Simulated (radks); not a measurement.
All-electron atom: In V in [Kr] 4d9 (the NIST ground configuration).

Calculated with a radial shooting solver on a logarithmic mesh with Libxc functionals: Dirac Kohn-Sham, PBE, spin-unpolarised, spherical densities, point nucleus; open shells fill j = l - 1/2 first.

Energy parts (eV):
total: -159981.489
kinetic: 168114.010
electron-nucleus: -386062.302
Hartree: 62279.415
exchange-correlation: -4312.612

Orbitals (lengths in bohr, moments of r in powers of bohr; r(max) is where P^2 peaks):
| orbital | occ. | eigenvalue (eV) | <r^2> | r(max) | small-component weight |
|---|---|---|---|---|---|
| 1s1/2 | 2 | -27786.35 | 0.001194 | 0.01921 | 3.23e-02 |
| 2s1/2 | 2 | -4201.221 | 0.01941 | 0.1087 | 6.82e-03 |
| 2p1/2 | 2 | -3921.094 | 0.01445 | 0.08384 | 6.84e-03 |
| 2p3/2 | 4 | -3710.211 | 0.01577 | 0.08827 | 6.54e-03 |
| 3s1/2 | 2 | -837.0283 | 0.1388 | 0.3157 | 1.96e-03 |
| 3p1/2 | 2 | -724.0155 | 0.1339 | 0.3020 | 1.90e-03 |
| 3p3/2 | 4 | -685.9105 | 0.1426 | 0.3122 | 1.82e-03 |
| 3d3/2 | 4 | -486.1216 | 0.1234 | 0.2565 | 1.70e-03 |
| 3d5/2 | 6 | -478.3135 | 0.1260 | 0.2594 | 1.68e-03 |
| 4s1/2 | 2 | -167.7162 | 0.8051 | 0.7690 | 5.21e-04 |
| 4p1/2 | 2 | -130.5913 | 0.9100 | 0.7976 | 4.63e-04 |
| 4p3/2 | 4 | -123.8192 | 0.9690 | 0.8219 | 4.39e-04 |
| 4d3/2 | 4 | -65.6386 | 1.426 | 0.9133 | 3.08e-04 |
| 4d5/2 | 5 | -64.6897 | 1.457 | 0.9225 | 3.02e-04 |

The highest occupied level is 4d5/2 at -64.690 eV. Summed over all electrons, <r^2> = 22.79 bohr^2, which gives a Langevin (diamagnetic) susceptibility term of -18 x 10^-6 cm^3/mol. For comparison, the ionisation energy in NIST's Atomic Spectra Database is 69 eV (semi-empirical). In exact Kohn-Sham theory the highest level is minus the ionisation energy, but local and semilocal functionals leave it too shallow, through self-interaction and a potential that decays too fast; potentials with the right tail come closer. The density falls to 0.001 e/bohr^3 at r = 2.81 bohr.

Beside tabulated values, note that spin-unpolarised runs miss the spin-polarisation part of the exchange energy of open shells.
